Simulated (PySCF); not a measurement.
# Polarisability and C₆ of F (fluorine, neutral)

[He] 2s2 2p5, 2P determinant. Calculation: PySCF 2.14, in aug-cc-pCVQZ-DK (9s8p6d4f2g, 109 functions); scalar relativity by spin-free X2C-1e. Coupled (time-dependent) response in atomic units; α is the mean over directions.

```tsv
method	mean α (bohr³)	α xx, yy, zz	C₆ (like pair)	S(−4)
UHF	3.258	3.067, 3.353, 3.353	8.508	4.067
PBE	4.039	3.627, 4.245, 4.245	11.07	7.624
PBE0	3.753	3.428, 3.916, 3.916	10.12	6.130
BLYP	4.069	3.653, 4.277, 4.277	11.15	7.835
HSE06	3.755	3.432, 3.917, 3.917	10.13	6.124
```

S(−4) is the Cauchy moment in α(ω) = α(0) + S(−4) ω² + …

Reference α: 3.74 ± 0.08 bohr³ (recommended; Schwerdtfeger and Nagle, table of static dipole polarizabilities (2023 update)). Published C₆: 9.520 (Chu and Dalgarno (2004); Tang, Norbeck and Certain (1976)).

α(iu) at BLYP:

```
u (hartree)  α(iu) (bohr³)
          0          4.069
     0.0500          4.050
      0.100          3.993
      0.200          3.792
      0.300          3.519
      0.500          2.933
      0.750          2.299
       1.00          1.816
       1.50          1.194
       2.00         0.8401
       3.00         0.4793
       5.00         0.2156
```

A single London oscillator, α(iu) = α/(1 + u²/ω²), gives C₆ = (3/4) ω α². Matching the computed C₆ needs ω = 4 × 11.15 / (3 × 4.069²) = 0.898 hartree.

The components differ because the open shell of this determinant is not spherical; for a pure term their mean is the scalar polarisability.
